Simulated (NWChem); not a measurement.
## Correlation energy of HOSi

SMILES: O=[SiH]
```xyz
3

O      0.4801     0.9207     0.0000
Si    -0.3079    -0.4027     0.0000
H      0.4697    -1.7274     0.0000
```
Charge 0, spin multiplicity 2.

All runs are NWChem calculations. All single points use one geometry, from UPBE0/def2-SVP, a minimum by its harmonic frequencies.

Basis set: cc-pVDZ. Each correlation energy counts from its own Hartree-Fock reference.

The correlated methods keep 6 core orbitals frozen. The structure started from a generated list of species. The unpaired electrons of the parent sit in orbitals of symmetry a' (Cs labels of the run); other states weren't searched. The stability of the SCF solutions was not checked. Open-shell Hartree-Fock references start from PBE0 orbitals. No row is a measurement; the coupled-cluster row has its own basis-set and correlation limits.

Q: Order these methods by the correlation energy they give, lowest first: URI-MP2, SCS-UMP2, CCSD on UHF, CCSD[T] on UHF.

A: CCSD[T] on UHF (-299.3 mHa), CCSD on UHF (-285.0 mHa), URI-MP2 (-274.4 mHa), SCS-UMP2 (-267.4 mHa)
